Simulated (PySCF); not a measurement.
BiCl3, charge +1, multiplicity 2. Atoms are numbered in the order given.

```xyz
4

Bi    -0.2949     0.4969     0.0000
Cl    -1.8506    -1.3463     0.0000
Cl     1.6453    -0.5398    -1.3726
Cl     1.6453    -0.5398     1.3726
```
Charge +1, spin multiplicity 2.

Geometry: PBE-D3(BJ)/def2-SVP. The spin state was assumed, not searched. The isomer is the one that the SMILES or the coordinates give; other isomers of the formula were not compared. The def2 effective core potentials stand for the cores of Bi; spin–orbit coupling is left out.

Level of theory: PySCF with PBE-D3(BJ)/def2-SVP.

Frequencies are harmonic and unscaled.

```json
[
 {"mode": "1", "ν (cm⁻¹)": "80", "IR (km/mol)": "0.4", "moving atoms (share of kinetic energy)": "Cl 93 %"},
 {"mode": "2", "ν (cm⁻¹)": "95", "IR (km/mol)": "0.9", "moving atoms (share of kinetic energy)": "Cl 85 %, Bi 15 %"},
 {"mode": "3", "ν (cm⁻¹)": "172", "IR (km/mol)": "4.7", "moving atoms (share of kinetic energy)": "Cl 87 %, Bi 13 %"},
 {"mode": "4", "ν (cm⁻¹)": "230", "IR (km/mol)": "0.1", "moving atoms (share of kinetic energy)": "Cl 91 %, Bi 9 %"},
 {"mode": "5", "ν (cm⁻¹)": "310", "IR (km/mol)": "15.9", "moving atoms (share of kinetic energy)": "Cl 86 %, Bi 14 %"},
 {"mode": "6", "ν (cm⁻¹)": "370", "IR (km/mol)": "24.0", "moving atoms (share of kinetic energy)": "Cl 85 %, Bi 15 %"}
]
```
